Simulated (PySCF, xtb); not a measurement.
C₄H₄N, SMILES [c]1cc[nH]c1, multiplicity 2.

Geometry: r2SCAN-D4/def2-SVP. The isomer is the one that the SMILES or the coordinates give; other isomers of the formula were not compared.

Computed with PySCF with IEF-PCM-PBE0/def2-SVP.

The values are the electrostatic part of the solvation free energy, E(continuum) − E(gas) at the gas-phase geometry, in a cavity of scaled van der Waals radii (PySCF's table); cavitation and dispersion terms are not included. The dipole moment in vacuum is 2.66 D.

Computed values in water (ε = 78.36), 1-octanol (ε = 9.86), n-hexane (ε = 1.88):
```
solvent        ε  ΔG(elec) (kcal/mol)  dipole (D)
---------  -----  -------------------  ----------
water      78.36                 -6.1        3.57
1-octanol   9.86                 -5.2        3.44
n-hexane    1.88                 -2.0        2.97
```

For comparison, GFN2-xTB/ALPB(water) (xtb, at the GFN2-xTB geometry, all terms of that model) gives -2.8 kcal/mol.
